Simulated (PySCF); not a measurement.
# Shapes and spin states of WCl₃

All numbers come from PBE0/[W def2-TZVP with ECP60, Cl def2-TZVP], scalar-relativistic core potentials, density fitting, no spin–orbit coupling, PySCF.

Relaxations began from a few typed shapes and spin states; open shells are unrestricted. The search is not exhaustive: other isomers or separated fragments can lie lower, and high-lying points may rest on an excited occupation.

```tsv
spin	group	bonds	angles	imaginary modes (cm⁻¹)	ΔE (kJ/mol)	ΔE with ZPE (kJ/mol)
quartet	D3h	W–Cl 2.249 Å (×3)	Cl–W–Cl 120.0° (×3)	none	0.0	0.0
broken-symmetry Ms = 1/2 (⟨S²⟩ 1.76)	Cs	W–Cl 2.251 Å, W–Cl 2.267 Å, W–Cl 2.269 Å	Cl–W–Cl 93.1°, Cl–W–Cl 117.4°, Cl–W–Cl 149.6°	none	144.9	144.4
broken-symmetry Ms = 1/2 (⟨S²⟩ 1.76)	C2v	W–Cl 2.260 Å, W–Cl 2.265 Å (×2)	Cl–W–Cl 102.2° (×2), Cl–W–Cl 155.7°	35i	145.3	–
```

The lowest minimum found is the quartet D3h: W–Cl 2.249 Å (×3); Cl–W–Cl 120.0° (×3).

Formally W is in oxidation state +3, d3, with 3 unpaired electrons (the high-spin count). The Mulliken spin on W is 2.97. The polar-tensor charge on W, 1.42, is far below the formal one.

For the lowest minimum: open d and f shells are described by one determinant, and the ground state may have another occupation or spin. No spin–orbit coupling is included, which matters more the heavier the element.
